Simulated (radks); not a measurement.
The numbers below are computed, except where a source is named.
Question: The germanium anion Ge4-, [Kr], held by a Watson sphere: a shell of charge +4 at radius R that stands for the Madelung well of a crystal (potential energy -4/R inside, -4/r outside, in hartree with lengths in bohr). Level of theory: scalar-relativistic Kohn-Sham, LDA (Slater exchange, VWN5 correlation), spin-polarised, spherical densities, finite nucleus; Fermi nuclear charge, rms radius of each element as measured or else 0.836 A^(1/3) + 0.57 fm (a radial shooting solver on a logarithmic mesh with Libxc functionals). Response by self-consistent Sternheimer equations with the Hartree and adiabatic LDA kernel, the relativistic mass of each level held fixed and spin-orbit coupling left out. The sphere does not respond.

| R (bohr) | e(3d) (eV) | e(4s) (eV) | e(4p) (eV) | <r> 4p (bohr) | sum of <r^2> (bohr^2) | X-ray form factor at sin(theta)/lambda = 0.2 1/angstrom | alpha (bohr^3) |
|---|---|---|---|---|---|---|---|
| 2.65 | -28.094 | -14.040 | -6.747 | 2.773 | 75.81 | 25.527 | 54.70 |
| 3.33 | -27.000 | -11.990 | -5.517 | 3.155 | 93.28 | 25.305 | 93.70 |
| 3.82 | -26.692 | -10.974 | -4.791 | 3.437 | 107.3 | 25.286 | 136.6 |
| 4.72 | -26.473 | -9.836 | -3.798 | 3.966 | 136.5 | 25.377 | 260.4 |

Estimate the row for R = 4.2 bohr.

Answer: e(3d) (eV) -26.564; e(4s) (eV) -10.395; e(4p) (eV) -4.322; <r> 4p (bohr) 3.659; sum of <r^2> (bohr^2) 119.1; X-ray form factor at sin(theta)/lambda = 0.2 1/angstrom 25.315; alpha (bohr^3) 181.0.
